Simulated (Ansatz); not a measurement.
Relaxation of BFGeH3NO (8 atoms, charge 0, multiplicity 1), to a largest force component of 0.015 eV/Å in at most 40 steps.

Level of theory: RHF/def2-SVP (Ansatz 0.2.0).

```xyz
8
Properties=species:S:1:pos:R:3:forces:R:3
N 0.298 1.341 0.766 -0.49 2.53 -2.10
Ge 0.585 -0.266 -0.047 1.22 0.69 -1.80
F 2.158 -0.925 0.217 -0.12 0.53 0.24
B -0.938 -1.378 -0.791 1.86 2.46 2.86
O -0.564 -1.417 0.577 -3.60 -2.35 -2.08
H 1.015 2.045 0.450 -1.06 -1.24 0.92
H -0.607 1.751 0.336 2.21 -1.24 1.34
H -1.855 -1.207 -1.563 -0.02 -1.39 0.62
```

Task: Where does it end, and by what steps?

Result: The forces met the threshold. After 39 steps the energy has fallen by 2.633 eV; H8 moved furthest, 2.17 Å. Parted: Ge2–B4, Ge2–O5.

```
step  energy less start (eV)  largest force component (eV/Å)  accepted
   0                  0.0000                           3.600       yes
   2                 -1.1845                           0.864       yes
   4                 -1.3996                           1.775       yes
   6                 -1.5015                           0.851       yes
   8                 -1.5508                           0.636       yes
  10                 -1.6193                           0.609       yes
  12                 -1.8001                           2.576       yes
  14                 -2.3282                           1.088       yes
  16                 -2.4493                           0.328       yes
  18                 -2.4687                           1.099       yes
  20                 -2.4789                           0.327        no
  22                 -2.5050                           0.227       yes
  24                 -2.5193                           0.495       yes
  26                 -2.5302                           0.313       yes
  28                 -2.5313                           1.640       yes
  30                 -2.5800                           0.431       yes
  32                 -2.6110                           1.189       yes
  34                 -2.6210                           0.257        no
  36                 -2.6323                           0.086       yes
  38                 -2.6330                           0.019       yes
  39                 -2.6330                           0.013       yes
```

```xyz
8
Properties=species:S:1:pos:R:3
N 0.687 1.552 0.697
Ge 1.021 0.747 -0.877
F 1.159 -0.876 -0.155
B -1.256 -1.688 -0.681
O -1.505 -0.607 -1.110
H 0.557 1.054 1.558
H 0.509 2.534 0.785
H -1.080 -2.773 -0.273
```

Whether the end is a true minimum wasn't checked by a vibrational analysis.

The run took 2.2 min on 1 CPU thread of a shared host.
